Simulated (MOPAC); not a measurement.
Job for MOPAC: PM6 on FNbO (SMILES [O]=[Nb][F]), 2S+1 = 3, a spin state set in the input, which need not be the lowest.

```
PM6 1SCF PRECISE CHARGE=0 UHF MS=1 THREADS=1
FNbO

Nb     0.33823495 1    -0.13920446 1     0.47124593 1
O      1.11612439 1    -0.20712673 1    -1.03609638 1
F     -1.48742806 1     0.39370280 1     0.49453082 1
```

The log:

```
*******************************************************************************
 **                                                                           **
 **                              MOPAC v23.2.5                                **
 **                                                                           **
 *******************************************************************************
 ** MOPAC's Digital Object Identifier: https://doi.org/10.5281/zenodo.6511958 **
 **                                                                           **
 ** Please cite the open-source release paper for use of this MOPAC version:  **
 ** J. E. Moussa and J. J. P. Stewart (2026)                                  **
 ** MOPAC: An open-source semiempirical molecular orbital program             **
 ** J. Open Source Softw., 11(119), 8025, https://doi.org/10.21105/joss.08025 **
 *******************************************************************************

                              PM6 CALCULATION RESULTS

 *******************************************************************************
 *  PM6        - The PM6 Hamiltonian to be used
 *  UHF        - UNRESTRICTED HARTREE-FOCK CALCULATION
 *
 *
 *
 *                 CHARGE ON SYSTEM = 0
 *
 *
 *
 *  MS=        - IN MECI, MAGNETIC COMPONENT OF SPIN =  1.0
 *  PRECISE    - TIGHTER CRITERIA TO BE USED
 *  1SCF       - DO 1 SCF AND THEN STOP
 *  THREADS=1  - MULTI-THREADING NOT USED
 *  T=         - A TIME OF 172800.0 SECONDS REQUESTED
 *  DUMP=N     - RESTART FILE WRITTEN EVERY 7200.0 SECONDS REQUESTED
 *******************************************************************************
PM6 1SCF PRECISE CHARGE=0 UHF MS=1 THREADS=1
 FNbO

   ATOM   CHEMICAL          X               Y               Z
  NUMBER   SYMBOL      (ANGSTROMS)     (ANGSTROMS)     (ANGSTROMS)

     1      Nb          0.33823495  *  -0.13920446  *   0.47124593  *
     2       O          1.11612439  *  -0.20712673  *  -1.03609638  *
     3       F         -1.48742806  *   0.39370280  *   0.49453082  *



          CARTESIAN COORDINATES

    NO.       ATOM           X           Y           Z

     1        Nb          0.3382     -0.1392      0.4712
     2         O          1.1161     -0.2071     -1.0361
     3         F         -1.4874      0.3937      0.4945

 General Reference for PM6:
 "Optimization of Parameters for Semiempirical Methods V: Modification of NDDO Approximations
 and Application to 70 Elements", J. J. P. Stewart, J. Mol. Mod., 13, 1173-1213 (2007)
 URL: https://link.springer.com/article/10.1007/s00894-007-0233-4

           Empirical Formula: O Nb F  =     3 atoms



      MOLECULAR POINT GROUP   :   Cs


          UHF CALCULATION, NO. OF ALPHA ELECTRONS =   10
                           NO. OF BETA  ELECTRONS =    8

 -------------------------------------------------------------------------------
 PM6 1SCF PRECISE CHARGE=0 UHF MS=1 THREADS=1
 FNbO



     1SCF WAS SPECIFIED, SO BFGS WAS NOT USED
     SCF FIELD WAS ACHIEVED


                              PM6 CALCULATION
                                                       MOPAC v23.2.5 Linux




          FINAL HEAT OF FORMATION =        -57.83259 KCAL/MOL =    -241.97156 KJ/MOL


          COSMO AREA              =        139.80 SQUARE ANGSTROMS
          COSMO VOLUME            =        152.48 CUBIC ANGSTROMS

          IONIZATION POTENTIAL    =          8.269727 EV
          ALPHA SOMO LUMO (EV)    =         -8.270 -0.554
          BETA  SOMO LUMO (EV)    =        -11.887  0.056
          NO. OF ALPHA ELECTRONS  =         10
          NO. OF BETA  ELECTRONS  =          8
          MOLECULAR WEIGHT        =        127.9042         POINT GROUP:  Cs

          MOLECULAR DIMENSIONS (Angstroms)

            Atom       Atom       Distance
            F     3    O     2     3.07933
           Nb     1    F     3     0.92997
           Nb     1    O     2     0.00000


          SCF CALCULATIONS        =          1





   ATOM   CHEMICAL          X               Y               Z
  NUMBER   SYMBOL      (ANGSTROMS)     (ANGSTROMS)     (ANGSTROMS)

     1      Nb          0.33823495  *  -0.13920446  *   0.47124593  *
     2       O          1.11612439  *  -0.20712673  *  -1.03609638  *
     3       F         -1.48742806  *   0.39370280  *   0.49453082  *

                             CARTESIAN COORDINATES

   1   Nb        0.338234950    -0.139204460     0.471245930
   2    O        1.116124390    -0.207126730    -1.036096380
   3    F       -1.487428060     0.393702800     0.494530820


           Empirical Formula: O Nb F  =     3 atoms



      MOLECULAR POINT GROUP   :   Cs


          ALPHA EIGENVALUES
 -38.52822 -27.41577 -14.96204 -14.38477 -13.80160 -12.59567 -12.55037 -11.69698
  -8.37223  -8.26973  -0.55419   0.43994   1.14246   2.89425   3.12776   4.24425
   6.17931


           BETA EIGENVALUES
 -38.50954 -27.97217 -14.96000 -14.15415 -13.78189 -12.88174 -12.73662 -11.88689
   0.05639   0.39124   0.65498   1.26992   1.39416   3.03078   4.15952   4.53236
   6.17122


              NET ATOMIC CHARGES AND DIPOLE CONTRIBUTIONS

  ATOM NO.   TYPE          CHARGE      No. of ELECS.   s-Pop       p-Pop       d-Pop
    1         Nb           0.657076        4.3429     0.60492     0.30864     3.42936
    2          O          -0.296426        6.2964     1.77987     4.51656
    3          F          -0.360650        7.3607     1.94521     5.41544
 DIPOLE           X         Y         Z       TOTAL
 POINT-CHG.     2.055    -0.826     2.106     3.056
 HYBRID        -0.277    -0.103     1.732     1.757
 SUM            1.778    -0.929     3.837     4.330


          ATOMIC ORBITAL ELECTRON POPULATIONS

     Atom    s        px        py        pz      x^2-y^2     xz        z^2       yz        xy
    1 Nb   0.60492   0.11110   0.08580   0.11175   0.82808   0.44466   0.69903   0.67928   0.77832
    2  O   1.77987   1.46991   1.47787   1.56877
    3  F   1.94521   1.63204   1.89218   1.89122


                    (SZ)    =    1.000000
                    (S**2)  =    2.015153


          ATOMIC ORBITAL SPIN POPULATIONS

    Atom   Total    s     px     py     pz   x^2-y^2  xz     z^2    yz     xy
         Atomic
    1 Nb  2.1445  0.206  0.005  0.022  0.009  0.616  0.084  0.275  0.352  0.577
    2  O -0.1470 -0.005 -0.054 -0.079 -0.010
    3  F  0.0025  0.000 -0.013  0.020 -0.005

 **********************
 *                    *
 * JOB ENDED NORMALLY *
 *                    *
 **********************




 == MOPAC DONE ==
```

The run finished.

Cost: roughly 0.020 core-seconds.
